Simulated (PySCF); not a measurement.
Compound: trichloro(4-vinylphenyl)silane, C8H7Cl3Si.
Cartesian coordinates in Å at the PBE0-D3(BJ)/def2-SVP level; atoms count from 1:
```xyz
19
C8H7Cl3Si angstrom
C      3.584   -0.005   -0.721
C      2.706   -0.045    0.289
C      1.244   -0.088    0.184
C      0.570   -0.236   -1.040
C     -0.817   -0.258   -1.092
C     -1.581   -0.137    0.079
Si    -3.427   -0.194    0.031
Cl    -4.205    1.086    1.434
Cl    -4.109    0.351   -1.825
Cl    -4.145   -2.074    0.442
C     -0.914    0.012    1.303
C      0.474    0.029    1.352
H      3.277    0.002   -1.770
H      4.658    0.028   -0.525
H      3.092   -0.033    1.314
H      1.138   -0.338   -1.967
H     -1.315   -0.364   -2.059
H     -1.484    0.124    2.229
H      0.980    0.146    2.314
```

Method: TDDFT PBE0/def2-SVPD, vertical, gas phase, core orbitals frozen in the response in PySCF 2.14.0, density-fitted response routines.

Ground-to-excited transition dipoles (e·a0, same axes as the geometry; the sign carries no meaning), for the states with f of 0.002 or more among the lowest 8:

```csv
state,E (eV),μx,μy,μz
S1,4.719,2.099,0.072,-0.264
S2,4.813,-0.857,-0.059,-0.125
S3,5.781,0.682,-0.063,-0.834
S4,6.109,0.014,-0.118,-0.005
S5,6.247,0.070,0.155,-0.023
S7,6.460,-0.081,0.015,0.182
S8,6.497,1.679,0.061,-0.239
```

What oscillator strength does each state have?

f = (2/3) ΔE |μ|² with ΔE in hartree (27.2114 eV).

```tsv
state	|μ|² (au)	|μ| (D)	f
S1	4.479	5.38	0.518
S2	0.753	2.21	0.089
S3	1.164	2.74	0.165
S4	0.014	0.30	0.002
S5	0.030	0.44	0.005
S7	0.040	0.51	0.006
S8	2.881	4.31	0.459
```

What angle do the transition dipoles of S1 and S2 make?

|cos θ| = |μa·μb| / (|μa| |μb|) = 0.96, so θ ≈ 16° (taken between 0 and 90°, since the signs are arbitrary).

How is the summed strength of these states shared among x, y and z?

(2/3) Σ ΔE μα² gives 1.112 for x, 0.008 for y and 0.123 for z, 1.243 in all.

What peak molar absorption coefficient would the strongest computed level give as a lone Gaussian band 0.4 eV wide at half height?

ε(max) = 2.175×10⁸ f / FWHM, with the width in cm⁻¹. S1: 2.175×10⁸ × 0.5178 / 3226 ≈ 35000 L mol⁻¹ cm⁻¹.

One conformer stands for the species.
